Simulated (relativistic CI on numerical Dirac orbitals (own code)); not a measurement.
**Ti⁴⁺ in a cubic cluster: L2,3 absorption with charge transfer**

Computed with a charge-transfer multiplet model of a cubic metal-ligand cluster with up to 2 ligand holes, Slater and spin-orbit integrals from Dirac-Coulomb-Breit ions, Slater integrals scaled by 0.9. The ground state mixes d0 with configurations of k ligand holes L, whose averages lie at kΔ + k(k − 1)U_dd/2; a core hole lowers each added d electron by U_cd. 300 K, Lorentzian 0.4 eV and Gaussian 0.3 eV FWHM.

Atomic integrals in eV (Slater integrals scaled, ζ unscaled), ground: F2dd 7.400, F4dd 4.602, zeta_d 0.013; with the core hole: F2dd 7.400, F4dd 4.602, zeta_d 0.032, zeta_core 3.741, F2cd 5.699, G1cd 4.259, G3cd 2.418. Where a configuration has fewer than two d electrons, the dd integrals are those of d2.

Cluster parameters (eV): Δ = 3.6, U_dd = 4.6, U_cd = 5.3, 10Dq(ligand) = 0.5, V(eg) = 3.7, V(t2g) = -1.69, final-state hopping factor = 1.

Weights, n_d and S are thermal averages at 300 K. Photon energies count from the first peak over 30 % of the highest in each spectrum, which can be another peak from case to case. The parameters are a model scan and need not match a compound or its usual spin state. Peaks in eV (height, largest 100): 0.0 (34), 2.5 (80), 5.1 (60), 7.6 (100).

(1) Which parameters give this spectrum?
A. 10Dq = 1.35 eV
B. 10Dq = 1.05 eV
C. 10Dq = 0.15 eV

## Answers

(1) A. 10Dq = 1.35 eV; the ground state then has 0.74 d electrons and S = 0.00. The choice follows from running the model for each set and comparing peak positions and heights. The space is cut while the next configuration still counts.
